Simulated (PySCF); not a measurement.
CHS2, SMILES S=C=[SH+], charge +1.

Coordinates come from a B3LYP-D3(BJ)/def2-TZVP optimisation. The isomer is the one that the SMILES or the coordinates give; other isomers of the formula were not compared.

These are PySCF with PBE/def2-TZVPD values and carry that method's errors.

Isolated molecule, no solvent.

```
Item                                                              Result
------------------------------------------------  ----------------------
total energy                                          -834.41676 hartree
point group                                                           Cs
highest occupied level                                         -13.37 eV
lowest empty level                                             -10.20 eV
orbital gap                                                      3.18 eV
dipole moment about the centre of nuclear charge                  1.10 D
mean static polarisability                          46.1 bohr³ (6.83 Å³)
polarisability, principal values                  29.8, 31.8, 76.6 bohr³
```
